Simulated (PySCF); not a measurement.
Species: `C(C)(CN(C)[SiH2]S)=C`. The columns A, B, C and D hold Mulliken, IAO, Hirshfeld and ESP-fitted charges (e) of one PBE0/pcSseg-1 density (PySCF), in a shuffled order. Coordinates in Å (GFN2-xTB); the density's dipole moment is (-0.19, 0.45, 1.88) D.

| atom | x | y | z | A | B | C | D |
| --- | --- | --- | --- | --- | --- | --- | --- |
| C1 | -2.137 | 1.431 | 0.753 | -0.051 | -0.660 | -0.343 | -0.116 |
| C2 | -1.314 | 0.696 | 0.023 | -0.481 | +0.422 | +0.019 | +0.012 |
| C3 | -1.773 | -0.486 | -0.773 | -0.154 | -0.589 | -0.426 | -0.119 |
| C4 | 0.162 | 0.996 | -0.054 | +0.096 | -0.401 | -0.152 | -0.030 |
| N5 | 0.999 | -0.065 | 0.477 | -0.787 | -0.059 | -0.518 | -0.173 |
| C6 | 0.835 | -0.253 | 1.897 | -0.045 | -0.551 | -0.299 | -0.070 |
| Si7 | 1.722 | -1.304 | -0.454 | +0.670 | +0.356 | +0.813 | +0.341 |
| S8 | 2.036 | -0.565 | -2.449 | -0.409 | -0.391 | -0.324 | -0.130 |
| H9 | -1.792 | 2.274 | 1.328 | +0.098 | +0.213 | +0.141 | +0.040 |
| H10 | -3.193 | 1.228 | 0.798 | +0.100 | +0.222 | +0.143 | +0.041 |
| H11 | -1.419 | -1.410 | -0.315 | +0.137 | +0.170 | +0.148 | +0.040 |
| H12 | -1.369 | -0.443 | -1.783 | +0.131 | +0.189 | +0.150 | +0.041 |
| H13 | -2.858 | -0.524 | -0.825 | +0.120 | +0.156 | +0.148 | +0.047 |
| H14 | 0.437 | 1.150 | -1.101 | +0.140 | +0.127 | +0.147 | +0.026 |
| H15 | 0.380 | 1.916 | 0.501 | +0.100 | +0.155 | +0.128 | +0.038 |
| H16 | 1.555 | -0.984 | 2.255 | +0.114 | +0.195 | +0.142 | +0.046 |
| H17 | -0.171 | -0.604 | 2.146 | +0.117 | +0.184 | +0.129 | +0.030 |
| H18 | 1.003 | 0.693 | 2.417 | +0.108 | +0.175 | +0.138 | +0.042 |
| H19 | 0.965 | -2.533 | -0.696 | -0.081 | -0.038 | -0.152 | -0.083 |
| H20 | 3.029 | -1.586 | 0.133 | -0.078 | -0.098 | -0.137 | -0.083 |
| H21 | 2.893 | 0.390 | -2.124 | +0.156 | +0.221 | +0.103 | +0.059 |

Q: Which column most likely holds the ESP-fitted charges?

A: B. Σ q r misses the density's dipole by 0.03 D (B), 1.25 D (C), 1.50 D (A), 1.55 D (D). Charges fitted to the outside potential are the only set here that is tied to the molecule's multipoles.

Q: And the Hirshfeld charges?

A: D. The mean sizes are 0.077 e (D), 0.199 e (A), 0.224 e (C), 0.265 e (B), and Hirshfeld charges are commonly the smallest of these schemes.

As computed, A = Mulliken, B = ESP-fitted, C = IAO, D = Hirshfeld. Hydrogens on carbon: Mulliken +0.10 to +0.14, ESP-fitted +0.13 to +0.22, IAO +0.13 to +0.15, Hirshfeld +0.03 to +0.05 e.

The Mulliken scheme gives each basis function's population to the atom it is centred on and halves the overlap population of two atoms between them. The Hirshfeld scheme divides the density at each point in proportion to the densities of the neutral, spherically averaged free atoms.

Geometry: GFN2-xTB, one conformer, isolated molecule.

These values come from a run that also computed NMR shieldings. On one thread of an Intel Xeon at 2.50 GHz, on a shared host, this took 1.8 min and 1.0 GiB of memory at its peak.

Conformer computed: `[CH2:1]=[C:2]([CH3:3])[CH2:4][N:5]([CH3:6])[SiH2:7][SH:8]`: C1–C2–C4–N5 117°, C2–C4–N5–C6 -66°, C4–N5–Si7–S8 28°, H–S8–Si7–N5 64°.
